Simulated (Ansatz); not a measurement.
Cost and result up the ladder for (Br2In-mu-Cl)2 (In₂Br₄Cl₂) (8 atoms). Charge 0, multiplicity 1. Geometry: r2SCAN-D4/def2-SVP.

```
atom   x (Å)   y (Å)   z (Å)
 In1   0.106   0.666   1.711
 Br2   0.222   3.111   1.937
 Br3   0.118  -0.997   3.521
 Cl4  -1.756   0.081   0.078
 In5  -0.107  -0.665  -1.711
 Br6  -0.124   0.983  -3.535
 Br7  -0.216  -3.112  -1.916
 Cl8   1.756  -0.066  -0.084
```

Ansatz; hardware A = 2 threads of AMD EPYC 7R13 on a shared host and a share (18 GiB) of an NVIDIA H100 80GB HBM3; B = 2 threads of AMD EPYC 7R13 on a shared host. Times are rough, and most runs start from the orbitals of an earlier one. PBE0-D4/def2-TZVP serves as the yardstick here, not as an exact answer. Differences are given only for rows in sets of like size (and for xTB, whose basis is part of the method), since another set adds its own error. Binding counts from free atoms at the same level (In doublet, Br doublet, Cl doublet; other spins of the atoms weren't run), without zero-point energy or a counterpoise term.

In the def2 sets In takes a core potential; there is no spin–orbit coupling. B3LYP takes the VWN-RPA correlation. Correlated methods freeze 54 core orbitals; core or outer-core shells of In, Br are correlated, in sets that lack core-valence functions. The rows differ in basis, and correlated rows in double-zeta sets carry the largest basis error.

Correlated methods converge slowly with the basis, most of all in double-zeta sets.

```
                              level  functions  binding energy per atom (eV)  difference from PBE0-D4/def2-TZVP (eV)
 PBE-D4/def2-TZVP (with forces) [A]        366                          2.57                                    0.02
                  MP2/def2-TZVP [A]        366                          2.60                                    0.05
               CCSD(T)/def2-SVP [A]        216                          2.38                                       –
               PBE0-D4/def2-SVP [B]        216                          2.56                                       –
             B3LYP-D4/def2-TZVP [A]        366                          2.43                                   -0.12
                PBE-D4/def2-SVP [B]        216                          2.58                                       –
            r2SCAN-D4/def2-TZVP [A]        366                          2.60                                    0.05
PBE0-D4/def2-TZVP (with forces) [A]        366                          2.55                                    0.00
              BLYP-D4/def2-TZVP [A]        366                          2.40                                   -0.15
              RPA@PBE/def2-TZVP [A]        366                          2.19                                   -0.36
               B2PLYP/def2-TZVP [A]        366                          2.43                                   -0.13
```

**Question.** Estimate how long each takes.

**Answer.** BLYP-D4/def2-TZVP [A] 5 s; PBE-D4/def2-SVP [B] 5.5 s; PBE0-D4/def2-TZVP (with forces) [A] 7 s; MP2/def2-TZVP [A] 7 s; PBE-D4/def2-TZVP (with forces) [A] 7.5 s; B3LYP-D4/def2-TZVP [A] 7.5 s; RPA@PBE/def2-TZVP [A] 8 s; r2SCAN-D4/def2-TZVP [A] 8.5 s; B2PLYP/def2-TZVP [A] 11 s; CCSD(T)/def2-SVP [A] 13 s; PBE0-D4/def2-SVP [B] 14 s. On shared hardware such times vary by a factor of up to 3.
